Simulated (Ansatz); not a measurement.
Geometry optimisation, UKS PBE0-D4/def2-SVP (Ansatz).

Input:

```yaml
crystal:
  periodic: [false, false, false]
  atoms:
    - { symbol: B, position_ang: [-0.7381, -0.2167, -0.5002] }
    - { symbol: Cl, position_ang: [-0.2382, -2.3216, -0.2998] }
    - { symbol: F, position_ang: [-0.6496, 0.0858, -1.7844] }
    - { symbol: F, position_ang: [-1.8888, -0.0148, 0.1169] }
    - { symbol: H, position_ang: [0.3879, -0.7597, 0.209] }
    - { symbol: C, position_ang: [0.6342, 0.5907, 0.4593] }
    - { symbol: H, position_ang: [1.6801, 0.4891, 0.1842] }
    - { symbol: H, position_ang: [0.3079, 1.5563, 0.0793] }
    - { symbol: H, position_ang: [0.5047, 0.5909, 1.5358] }
magnetization:
  spin_polarized: true
basis:
  gaussian: { orbitals: def2-SVP }
hamiltonian:
  xc: pbe0
  dispersion: d4
relax:
  f_tol: 0.15
  max_steps: 25
  restrain:
    - { distance: [0, 5], at: 2.9, k: 30.0 }
    - { distance: [4, 1], at: 2.63, k: 30.0 }
    - { distance: [0, 1], at: 1.86, k: 30.0 }
    - { distance: [4, 5], at: 1.07, k: 30.0 }
```

Launched with:

```bash
$ ansatz run input.yaml --threads 2 --pin off --max-ram 3072MiB --backend cpu --events-out ev --progress --plain --runs-dir out
```

Problem. Where does it end, and by what steps?

Solution. It converged. The restraints hold the end off the free minimum. After 8 steps the energy has fallen by 1.901 eV (the restraints' own energy left out); B1 moved furthest, 0.72 Å. Parted: B1–H5, B1–C6. Joined: H5–C6.

```json
{"step": "0", "energy less start (eV)": "0.0000", "largest force component (eV/Å)": "1.491", "accepted": "yes"}
{"step": "1", "energy less start (eV)": "-0.3051", "largest force component (eV/Å)": "2.271", "accepted": "yes"}
{"step": "2", "energy less start (eV)": "-0.6666", "largest force component (eV/Å)": "3.133", "accepted": "yes"}
{"step": "3", "energy less start (eV)": "-0.9651", "largest force component (eV/Å)": "2.293", "accepted": "yes"}
{"step": "4", "energy less start (eV)": "-1.6597", "largest force component (eV/Å)": "1.220", "accepted": "yes"}
{"step": "5", "energy less start (eV)": "-1.8614", "largest force component (eV/Å)": "1.258", "accepted": "yes"}
{"step": "6", "energy less start (eV)": "-1.8903", "largest force component (eV/Å)": "1.399", "accepted": "yes"}
{"step": "7", "energy less start (eV)": "-1.7916", "largest force component (eV/Å)": "1.368", "accepted": "no"}
{"step": "8", "energy less start (eV)": "-1.9011", "largest force component (eV/Å)": "1.351", "accepted": "yes"}
```

```xyz
9
Properties=species:S:1:pos:R:3
B -1.219 -0.670 -0.797
Cl -0.648 -2.375 -0.557
F -0.913 -0.036 -1.897
F -2.000 -0.121 0.095
H 0.853 -0.405 0.340
C 0.950 0.637 0.629
H 2.013 0.908 0.591
H 0.396 1.295 -0.054
H 0.569 0.767 1.651
```

Whether the end is a true minimum wasn't checked by a vibrational analysis.

Time of the run: 36 s on 2 threads of Arm Neoverse V1 (shared host), peak memory 0.27 GiB.
